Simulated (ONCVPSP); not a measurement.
**Configuration tests for Mg (ONCV)**

| Item | Value |
| --- | --- |
| Element | Mg (Z = 12) |
| Generator | ONCVPSP 4.0.1 |
| Type | optimised norm-conserving Vanderbilt (ONCV) |
| Functional | PBE |
| Relativity | scalar-relativistic |
| Frozen core | [He] |
| Valence charge | 10 |
| Reference configuration | 2s2 2p6 3s2 |
| Partial waves | 2s+3s: rc 1.35 bohr, ncon 4, nbas 9, qcut 6.7 1/bohr, 3 projectors, debl 1 Ha; 2p: rc 0.80 bohr, ncon 4, nbas 7, qcut 21.7 1/bohr, 2 projectors, debl 3.5 Ha; d scattering state at 0.39 Ha: rc 0.80 bohr, ncon 3, nbas 6, qcut 11 1/bohr, local |
| Local potential | the d channel |
| Core correction | Teter function fitted to the true core (icmod 2), fcfact 0.35 |

Energies are relative to the spin-unpolarised reference configuration 2s2 2p6 3s2; without spin polarisation the order of configurations can differ from experiment.

```json
{"valence configuration": "2s2 2p6 3s1", "charge": "+1", "ΔE all-electron (eV)": "7.960", "error AE − PS (meV)": "-0.2"}
{"valence configuration": "2s2 2p6 3s1.5", "charge": "+0.5", "ΔE all-electron (eV)": "3.144", "error AE − PS (meV)": "-0.1"}
```

(1) What are ΔE and the potential's error for 2s2 2p6 3s0?

(2) What are ΔE and the potential's error for 2s2 2p5 3s2?

Levels in the configuration 2s2 2p6 3s1:

| level | all-electron (eV) | pseudo (eV) |
| --- | --- | --- |
| 2s | -88.915 | -88.921 |
| 2p | -55.676 | -55.683 |
| 3s | -11.378 | -11.378 |

Answers

(1) ΔE = 22.985 eV all-electron; the error (AE − PS) is -1.2 meV.

(2) ΔE = 58.541 eV all-electron; the error (AE − PS) is +56 meV.
